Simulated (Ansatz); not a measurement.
Relaxation of C2H8SSi3 (14 atoms, charge 0, multiplicity 1), to a largest force component of 0.015 eV/Å in at most 40 steps.

These are results of RKS PBE0-D4/def2-SVP (Ansatz), not measurements.

```xyz
14
Properties=species:S:1:pos:R:3
Si -0.585 0.122 2.825
S 0.483 1.565 1.631
C 0.858 0.820 0.218
C 1.701 1.071 -0.821
Si 0.832 -0.539 -0.872
Si -0.870 -0.657 -2.319
H 0.269 -0.979 3.161
H -1.722 -0.321 1.982
H -1.135 0.846 4.084
H 2.270 1.804 -1.213
H 1.791 -1.643 -0.647
H -1.534 -1.983 -2.188
H -1.952 0.400 -2.106
H -0.421 -0.535 -3.706
```

Question: Where does it end, and by what steps?

Answer: It converged. The force dipped under the threshold on the way, but the program's further checks kept it going. After 18 steps the energy has fallen by 0.832 eV; H12 moved furthest, 0.79 Å.

```tsv
step	energy less start (eV)	largest force component (eV/Å)	accepted
0	0.0000	3.569	yes
1	-0.6374	1.388	yes
2	-0.7797	0.449	yes
3	-0.7918	0.413	yes
4	-0.8118	0.190	yes
5	-0.8165	0.140	yes
6	-0.8201	0.113	yes
7	-0.8232	0.101	yes
8	-0.8248	0.160	yes
9	-0.8270	0.133	yes
10	-0.8222	0.110	no
11	-0.8294	0.057	yes
12	-0.8309	0.016	yes
13	-0.8312	0.016	yes
14	-0.8313	0.057	yes
15	-0.8317	0.025	yes
16	-0.8318	0.007	yes
17	-0.8319	0.005	yes
18	-0.8319	0.008	yes
```

```xyz
14
Properties=species:S:1:pos:R:3
Si -0.666 0.063 2.517
S 0.637 1.658 1.873
C 1.049 0.945 0.344
C 1.747 1.266 -0.748
Si 1.019 -0.404 -0.914
Si -0.950 -0.748 -2.121
H 0.089 -1.219 2.618
H -1.795 -0.101 1.555
H -1.182 0.470 3.856
H 2.337 2.113 -1.106
H 1.868 -1.619 -0.713
H -1.782 -1.806 -1.464
H -1.714 0.536 -2.144
H -0.669 -1.182 -3.526
```

Time of the run: 66 s on 2 threads of AMD EPYC 9R14 (Zen 4), on a shared host, peak memory 0.4 GiB.
